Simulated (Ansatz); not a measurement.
This geometry of C₂H₄IN (8 atoms, charge 0, multiplicity 1) is a first-order saddle point.

All numbers below come from Ansatz, RHF/def2-SVP.

```xyz
8
Properties=species:S:1:pos:R:3
C -0.539 1.001 0.104
C -0.098 -0.154 -0.357
N 0.796 -1.026 0.281
I -0.775 -0.825 -2.272
H -1.230 1.624 -0.443
H -0.202 1.350 1.074
H 0.435 -1.402 1.137
H 1.705 -0.626 0.421
```

**Question.** Which two structures does it join? (They come from a converged band through this point; their orientation in space is the band's.)

**Answer.** No bond is made or broken. The dihedral C1–C2–N3–H7 goes from 143 to -11°. The two ends are copies of one structure, up to a mirror image or an exchange of like atoms.

First end point:

```xyz
8
Properties=species:S:1:pos:R:3
C -0.285 1.162 -0.127
C -0.168 -0.151 -0.245
N 0.808 -0.950 0.321
I -1.494 -1.226 -1.503
H -1.024 1.726 -0.673
H 0.389 1.706 0.527
H 0.499 -1.847 0.639
H 1.367 -0.478 1.006
```

Last end point:

```xyz
8
Properties=species:S:1:pos:R:3
C -0.489 1.095 0.045
C -0.139 -0.141 -0.269
N 0.572 -1.027 0.519
I -0.784 -0.994 -2.101
H -1.122 1.694 -0.590
H -0.148 1.531 0.978
H 0.979 -0.605 1.332
H 1.223 -1.610 0.032
```

**Question.** How far does it lie above each of them?

**Answer.** 5.4 kcal/mol above the first and 5.4 kcal/mol above the second. This is the barrier of this one path; another mechanism may lie lower.

Run time: 100 s on 1 thread of Arm Neoverse V2, with other jobs on the host, peak memory 0.19 GiB.
